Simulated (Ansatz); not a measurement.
Input file for Ansatz (a first-principles code): R-CCSD(T)/def2-TZVPP on ClGeH3Si (SMILES [SiH3][Ge][Cl]), a point of a torsion scan. The run froze 24 orbitals, filled d shells among them.

Ansatz 0.2 input:
```yaml
crystal:
  periodic: [false, false, false]
  atoms:
    - {symbol: Si, position_ang: [-0.68293742, -0.04052115, 0.00967991]}
    - {symbol: Ge, position_ang: [1.50280681, -1.16303404, -0.09664654]}
    - {symbol: Cl, position_ang: [1.05945181, -2.76326623, 1.29397456]}
    - {symbol: H, position_ang: [-1.05702200, 0.43409075, 1.35089860]}
    - {symbol: H, position_ang: [-1.81020347, -0.87146560, -0.44112533]}
    - {symbol: H, position_ang: [-0.72601003, 1.15752095, -0.84555043]}
basis:
  gaussian:
    orbitals: def2-TZVPP
magnetization: {spin_polarized: false}
correlation: {method: ccsd_t, electrons: outside_noble_gas}
scf: {lower_state_search: off}
```

Program output:

```
WARN ansatz: RAYON_NUM_THREADS=1 ignored (pool sized by the plan → 1); use --threads N
Functional definition: HF
these checks for a lower state are left out or cut short: stability, starts, cluster_reference, orbital_swaps, neighbouring_geometries, increment
integrals: 0.53 GiB planned
1043 factors; integrals over basis functions are off by at most 6.8e-4 eV
mean field: 0.59 GiB planned
mean field evaluation 1: about -76886.3927 eV, gradient 1.7e1 eV
mean field evaluation 2: about -76886.5228 eV, gradient 1.7e1 eV
mean field evaluation 4: about -76888.0532 eV, gradient 3.1e0 eV
mean field evaluation 8: about -76888.1105 eV, gradient 3.2e-1 eV
mean field evaluation 16: about -76888.1113 eV, gradient 2.1e-6 eV
mean field -76888.11133075 eV, -2825.5859747712 hartree, gradient 2.1e-6 eV, S^2 0.000000; 0 other end points of the search recorded, 0 dependent functions left out
24 core orbitals not correlated
reference -76888.11133075 eV, -2825.5859747712 hartree; 9, 9 occupied and 141, 141 virtual orbitals, 1043 factors
second order -11.06369066 eV of doubles, -0.00000000 eV of singles
coupled cluster: 1.11 GiB planned
cycle   1  -12.01658354 eV  change   -9.5e-1 eV  update   8.9e-2
cycle   2  -12.40174337 eV  change   -3.9e-1 eV  update   3.1e-2
cycle   3  -12.46690856 eV  change   -6.5e-2 eV  update   1.6e-2
cycle   4  -12.45886761 eV  change    8.0e-3 eV  update   5.2e-3
cycle   5  -12.45686690 eV  change    2.0e-3 eV  update   1.9e-3
cycle   6  -12.45700971 eV  change   -1.4e-4 eV  update   6.9e-4
cycle   7  -12.45700059 eV  change    9.1e-6 eV  update   2.3e-4
cycle   8  -12.45707589 eV  change   -7.5e-5 eV  update   8.6e-5
cycle   9  -12.45708355 eV  change   -7.7e-6 eV  update   3.1e-5
cycle  10  -12.45706532 eV  change    1.8e-5 eV  update   1.3e-5
perturbative correction -0.51587321 eV, -0.0189579908 hartree
Total energy: -76901.08426928 eV, -2826.0627214690 hartree
Checks for a lower state left out: stability, starts, cluster_reference, orbital_swaps, neighbouring_geometries, increment
```

The calculation finished and met its thresholds.

Cost: very roughly 50 core-seconds.
